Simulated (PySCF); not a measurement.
ZnH, SMILES [ZnH+] (connectivity only; charge and spin as stated), charge +1, multiplicity 1. Atoms are numbered in the order given.

```xyz
2

Zn     0.0000     0.0000    -0.0496
H      0.0000     0.0000     1.4894
```
Charge +1, spin multiplicity 1.

The structure is a stationary point at PBE-D3(BJ)/def2-TZVPD. The spin state was assumed, not searched.

Method: PySCF with PBE/def2-TZVPD.

Mulliken values depend strongly on the basis, most of all with diffuse functions as here. Atomic charges (e):

```json
[
 {"atom": "Zn1", "Mulliken": "0.65", "meta-Löwdin": "…"},
 {"atom": "H2", "Mulliken": "0.35", "meta-Löwdin": "…"}
]
```

Problem. Fill in the missing entries. (Estimate from the structure and the level; the computed values follow.)

Solution. 
- Zn1, meta-Löwdin: 1.02
- H2, meta-Löwdin: -0.02
